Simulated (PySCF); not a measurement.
Vertical excitations of a molecule C₃H₆OSi from TDA-PBE/def2-SVPD (PySCF), as energy in eV (oscillator strength): 5.35 (0.000), 5.56 (0.016), 5.80 (0.026), 6.01 (0.009), 6.35 (0.017), 6.53 (0.017), 6.76 (0.008), 6.98 (0.042), 7.11 (0.169), 7.23 (0.028). Lowest triplet (TDA): 3.97 eV. Coordinates come from a PBE-D3(BJ)/def2-SVP optimisation. Other conformers were not sampled.

Pick the molecule that these values belong to.
(A) O[Si@@H]1C=CC1
(B) [SiH3][C@@H]1C=CO1
(C) C#C[Si@@H](C)O
(D) C=C1C[SiH2]O1

B, [SiH3][C@@H]1C=CO1
